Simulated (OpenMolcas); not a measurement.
N³⁺: from RASSCF to RASPT2

```
Program             : OpenMolcas
Basis               : ANO-RCC [8s7p4d3f2g]
Scalar Hamiltonian  : DKH2, point nucleus
Active space        : 2 electrons in 9 orbitals (RAS2 2s 2p; RAS3 3d, at most 2 electrons)
State averaging     : 2S+1 = 3 even, 3 roots; 2S+1 = 1 even, 7 roots; 2S+1 = 3 odd, 3 roots; 2S+1 = 1 odd, 3 roots
Spin-orbit coupling : state interaction with AMFI integrals over the reference wave functions, term energies averaged over their components
```

Methods on the same reference wave functions:
A. RASSCF
B. SS-RASPT2, IPEA 0.25 Eh, imaginary shift 0.1 Eh (closed shells correlated: 1s)
C. MS-RASPT2, IPEA 0.25 Eh, imaginary shift 0.1 Eh (closed shells correlated: 1s)

Energies in eV above 2s² ¹S₀, the measured ground level; measured values from Moore, Selected Tables of Atomic Spectra, NSRDS-NBS 3, section 4.

```json
{"Level": "2s² ¹S₀", "A": "0.0000", "B": "0.0000", "C": "0.0000", "Measured": "0.0000"}
{"Level": "2s 2p ³P°₀", "A": "8.3071", "B": "8.336", "C": "8.337", "Measured": "8.3329"}
{"Level": "2s 2p ³P°₁", "A": "8.3157", "B": "8.344", "C": "8.346", "Measured": "8.3407"}
{"Level": "2s 2p ³P°₂", "A": "8.3328", "B": "8.361", "C": "8.363", "Measured": "8.3586"}
{"Level": "2s 2p ¹P°₁", "A": "16.5527", "B": "16.263", "C": "16.265", "Measured": "16.2040"}
{"Level": "2p² ³P₀", "A": "21.9099", "B": "21.793", "C": "21.795", "Measured": "21.7636"}
{"Level": "2p² ³P₁", "A": "21.9184", "B": "21.802", "C": "21.803", "Measured": "21.7726"}
{"Level": "2p² ³P₂", "A": "21.9354", "B": "21.819", "C": "21.820", "Measured": "21.7881"}
{"Level": "2p² ¹D₂", "A": "23.7458", "B": "23.484", "C": "23.486", "Measured": "23.4184"}
{"Level": "2p² ¹S₀", "A": "30.1782", "B": "29.296", "C": "29.299", "Measured": "29.1821"}
```

Deviations, from unrounded energies. A percentage is the sum of absolute deviations over the sum of measured energies, with the sign that they share, or ± where signs differ.

```json
{"Against measurement": "mean absolute deviation (cm-1)", "Levels": "9", "A": "2000", "B": "300", "C": "320"}
{"Against measurement": "other configurations (%)", "Levels": "9", "A": "±1.4", "B": "+0.2", "C": "+0.2"}
```

B, C lie about equally close to measurement and A furthest from it. The largest miss of B in the table is 2p² ¹S₀, by +920 cm-1. The ranking rests on the paired levels alone, and a cruder setting can come out closer through cancelling errors.

Between B and C the level of the table that moves most is 2p² ¹S₀, by 25 cm-1 (lowest in B, highest in C).

The lowest spin-free term lies below A's lowest term by 0.038 hartree in B, 0.038 hartree in C.

Active for correlation alone: 3d; no level in the range computed is led by a configuration that fills it, so any true level of that kind is missing. Measured partners are found by configuration, term and J. A level has none where our copy of the source lacks it or the pairing is in doubt (some pairs that miss far off the trend of their configuration count as doubtful), and it then counts in no deviation. Levels of configurations outside the active space are missing.

° marks odd parity.
